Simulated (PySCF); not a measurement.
Species: `CC#C[Si]1(N(C)C)CC1`. The columns A, B, C and D hold Mulliken, IAO, Hirshfeld and ESP-fitted charges (e) of one PBE0/pcSseg-1 density (PySCF), in a shuffled order. Coordinates in Å (GFN2-xTB); the density's dipole moment is (0.99, 1.33, 0.99) D.

```
atom       x       y       z       A       B       C       D
  C1   3.904   0.490   1.014  -0.517  -0.093  -0.158  -0.439
  C2   2.575   0.150   0.561  +0.173  -0.026  -0.137  +0.004
  C3   1.472  -0.153   0.176  -0.301  -0.188  -0.385  -0.391
 Si4  -0.243  -0.530  -0.376  +0.263  +0.385  +0.856  +1.037
  N5  -1.520   0.546   0.039  -0.026  -0.169  -0.774  -0.485
  C6  -2.021   0.579   1.391  -0.361  -0.070  -0.073  -0.297
  C7  -1.623   1.828  -0.615  -0.400  -0.070  -0.072  -0.297
  C8  -0.464  -1.538  -1.945  -0.378  -0.174  -0.470  -0.537
  C9  -0.720  -2.326  -0.644  -0.364  -0.174  -0.470  -0.537
 H10   4.150  -0.077   1.911  +0.179  +0.063  +0.153  +0.175
 H11   3.959   1.555   1.241  +0.179  +0.063  +0.152  +0.175
 H12   4.633   0.257   0.238  +0.182  +0.064  +0.154  +0.176
 H13  -1.977  -0.418   1.820  +0.130  +0.045  +0.122  +0.148
 H14  -3.060   0.919   1.388  +0.125  +0.041  +0.109  +0.136
 H15  -1.441   1.259   2.028  +0.128  +0.031  +0.096  +0.117
 H16  -2.665   2.159  -0.608  +0.133  +0.041  +0.109  +0.136
 H17  -1.290   1.740  -1.645  +0.143  +0.046  +0.122  +0.148
 H18  -1.018   2.595  -0.115  +0.137  +0.031  +0.096  +0.117
 H19  -1.324  -1.398  -2.584  +0.139  +0.040  +0.142  +0.154
 H20   0.405  -1.845  -2.508  +0.151  +0.037  +0.143  +0.153
 H21  -1.736  -2.664  -0.495  +0.136  +0.040  +0.142  +0.154
 H22  -0.007  -3.108  -0.427  +0.148  +0.037  +0.143  +0.153
```

Question: Which column most likely holds the ESP-fitted charges?

Answer: A. Σ q r misses the density's dipole by 0.03 D (A), 0.27 D (B), 0.53 D (D), 2.52 D (C). Charges fitted to the outside potential are the only set here that is tied to the molecule's multipoles.

Question: And the Hirshfeld charges?

Answer: B. The mean sizes are 0.088 e (B), 0.213 e (A), 0.231 e (C), 0.271 e (D), and Hirshfeld charges are commonly the smallest of these schemes.

As computed, A = ESP-fitted, B = Hirshfeld, C = Mulliken, D = IAO. Hydrogens on carbon: ESP-fitted +0.12 to +0.18, Hirshfeld +0.03 to +0.06, Mulliken +0.10 to +0.15, IAO +0.12 to +0.18 e.

The Mulliken scheme gives each basis function's population to the atom it is centred on and halves the overlap population of two atoms between them. The ESP scheme is a least-squares fit of atom-centred charges to the potential on four shells outside the van der Waals surface, with the total charge fixed.

Isolated species at its GFN2-xTB geometry (one conformer only). GFN2-xTB frequencies show an imaginary mode (28i cm⁻¹), so this geometry is no minimum at that level.

The run behind these numbers computed NMR shieldings as well. Hardware: Intel Xeon at 2.50 GHz, one thread, no GPU (shared host). Cost: 2.0 min wall, 1.1 GiB resident at most.

Shape of the structure used: `[CH3:1][C:2]#[C:3][Si:4]1([N:5]([CH3:6])[CH3:7])[CH2:8][CH2:9]1`: C3–Si4–N5–C6 -74°.
